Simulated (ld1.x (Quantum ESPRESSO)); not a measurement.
# What the settings do to the TM potential of S (Z = 16)

Base potential:

ld1.x (Quantum ESPRESSO) 7.5 input, shortened:

```
&input
   title='S', zed=16., rel=1, dft='PZ', iswitch=3,
   config='[Ne] 3s2 3p4'
 /
 &inputp
   pseudotype=2, tm=.true., lloc=0,
   nlcc=.true., rcore=1.05
 /
2
3P  2  1   4.00   0.00  1.45  1.45  0.0
3S  1  0   2.00   0.00  1.15  1.15  0.0
 &test
   configts(1)='3s2 3p4'
 /
```

Cutoffs, loose and tight: the cutoffs (Ry, on a coarse ladder) from which the occupation-weighted sum of valence levels, in a spherical-Bessel basis at the reference potential, stays within 10 and 1 mRy of its value at 400 Ry. They do not see the model core or the augmentation charge, which bear on the density cutoff. Test errors are all-electron minus pseudo excitation energies from the reference, over the configurations 3s2 3p3; 3s2 3p2; 3s2 3p1; 3s2 3p3.5; 3s1 3p5; 3s2 3p4.3; 3s2 3p0 (two spin-polarised tests are not counted in the largest error). A dash means not determined; rows that change the core or the reference have their own tests.

```tsv
change	outcome	cutoff, loose	cutoff, tight	bound ghosts	largest test error (meV)
base	generated	55 Ry	120 Ry	none	+249
local potential all-electron potential smoothed inside 1.20 bohr (lloc = -2)	generated	55 Ry	120 Ry	none	+289
core correction a·sin(br)/r model core inside 0.44 bohr	generated	55 Ry	120 Ry	none	+226
type RRKJ	generated	55 Ry	120 Ry	none	+284
wave 3p (bound): rc 1.45 bohr becomes 3p (bound): rc 1.04 bohr	generated	120 Ry	260 Ry	none	+165
reference 3s2 3p3.5	generated	55 Ry	120 Ry	none	+227
non-relativistic	generated	55 Ry	120 Ry	none	+259
wave 3s (bound): rc 1.15 bohr becomes 3s (bound): rc 0.88 bohr	generated	260 Ry	over 300 Ry	none	+567
wave 3p (bound): rc 1.45 bohr becomes 3p (bound): rc 1.36 bohr	generated	55 Ry	120 Ry	none	+238
```

Task: What comes out with this change to the base: reference 3s2 3p1?

Result: outcome: generated; cutoff, loose: 60 Ry; cutoff, tight: 140 Ry; bound ghosts: none; largest test error (meV): +130.

Task: What comes out with this change to the base: wave 3s (bound): rc 1.15 bohr becomes 3s (bound): rc 1.72 bohr?

Result: outcome: generated; cutoff, loose: 30 Ry; cutoff, tight: 50 Ry; bound ghosts: none; largest test error (meV): +296.
